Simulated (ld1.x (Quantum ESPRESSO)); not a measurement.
Transferability test, PAW potential for Ca (Z = 20)

```
Element                 : Ca
Generator               : ld1.x (Quantum ESPRESSO) 7.5
Type                    : PAW
Functional              : LDA (PZ)
Relativity              : scalar-relativistic
Frozen core             : [Ne]
Valence charge          : 10
Reference configuration : 3s2 3p6 3d1 4s1 4p0
Partial waves           : 3s (bound): rcut 1.70, rcutus 2.05 bohr; 4s (bound): rcut 1.70, rcutus 2.05 bohr; 3p (bound): rcut 1.75, rcutus 2.00 bohr; 4p (bound, empty): rcut 1.75, rcutus 2.00 bohr; 3d (bound): rcut 2.40, rcutus 3.30 bohr; 3d channel at 1.05 Ry: rcut 2.40, rcutus 3.30 bohr
Local potential         : all-electron potential smoothed inside 2.50 bohr (lloc = -1)
Core correction         : Bessel-smoothed model core inside 2.00 bohr
Augmentation charge     : PSQ, inside the norm-conserving radii
```

Energies are relative to the spin-unpolarised reference configuration 3s2 3p6 3d1 4s1 4p0; without spin polarisation the order of configurations can differ from experiment. Spin-polarised rows fill each open shell by Hund’s rule, majority spin first.

(1) Give the all-electron excitation energy and the error of the potential for: 3s2 3p6 3d0 4s2 4p0; 3s2 3p6 3d0 4s1 4p0; 3s2 3p6 3d0 4s0 4p0; 3s2 3p6 3d0 4s1.5 4p0; 3s2 3p6 3d0.5 4s1.5 4p0; 3s2 3p5 3d0 4s2 4p0; 3s2 3p6 3d0 4s1 4p1; 3s2 3p6 3d1 4s1 4p0 (spin-polarised); 3s2 3p6 3d0 4s1 4p0 (spin-polarised).

Results:

(1)

```
               valence configuration  charge  ΔE all-electron (eV)  error AE − PS (meV)
                 3s2 3p6 3d0 4s2 4p0       0                -2.242                 +1.7
                 3s2 3p6 3d0 4s1 4p0      +1                 4.221                 +2.4
                 3s2 3p6 3d0 4s0 4p0      +2                16.171                 +0.7
               3s2 3p6 3d0 4s1.5 4p0    +0.5                 0.325                 +2.0
             3s2 3p6 3d0.5 4s1.5 4p0       0                -1.220                 +0.5
                 3s2 3p5 3d0 4s2 4p0      +1                32.414                 +235
                 3s2 3p6 3d0 4s1 4p1       0                 0.249                 +2.2
3s2 3p6 3d1 4s1 4p0 (spin-polarised)       0                -0.421                 -0.1
3s2 3p6 3d0 4s1 4p0 (spin-polarised)      +1                 4.013                 +2.3
```
